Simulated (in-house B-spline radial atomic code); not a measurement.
Configurations of K IV (K3+), with energies counted from [Ne] 3s2 3p4. Level of theory: scalar-relativistic (X2C) RPBE, spin-polarised, spherical fractional occupations, Fermi nucleus of rms radius 3.4349 fm; calculated with a radial B-spline atomic code at the basis-set limit. Shells without spins written out take the highest spin.

Occupations are held fixed; configurations that lie above the ionisation limit could autoionise.

```csv
configuration,E - E(ref) (eV),highest orbital,its <r> (bohr)
"[Ne] 3s(0 up, 1 down) 3p(2 up, 3 down)",17.564,3p up,1.303
[Ne] 3s2 3p3 4p1,35.448,4p up,3.156
[Ne] 3s2 3p3 4f1,46.093,4f up,4.166
"[Ne] 3s(1 up, 0 down) 3p(1 up, 3 down) 4s(0 up, 1 down)",52.401,4s down,2.84
[He] 2s2 2p5 3s2 3p5,280.25,3p down,1.236
[He] 2s2 2p5 3s2 3p4 3d1,304.19,3d up,1.378
[He] 2s2 2p5 3s2 3p4 4f1,331.76,4f up,4.182
```

Question: Order these further configurations by energy, lowest first.
A. [Ne] 3s2 3p3 3d1
B. [Ne] 3s2 3p3 4d1
C. [Ne] 3s(0 up, 1 down) 3p(2 up, 2 down) 4f(0 up, 1 down)
D. [Ne] 3s2 3p(2 up, 1 down) 4d(0 up, 1 down)
E. [Ne] 3s1 3p4 3d1

Answer: A (21.363 eV), E (38.891 eV), B (42.016 eV), D (45.731 eV), C (67.692 eV).

Question: How far above the reference does [Ne] 3s1 3p4 4d1 lie?

Answer: 59.92 eV; its least bound orbital is 4d up with <r> = 3.819 bohr.

Question: How far above the reference does [He] 2s2 2p5 3s2 3p4 4d1 lie?

Answer: 327.06 eV; its least bound orbital is 4d up with <r> = 3.695 bohr.
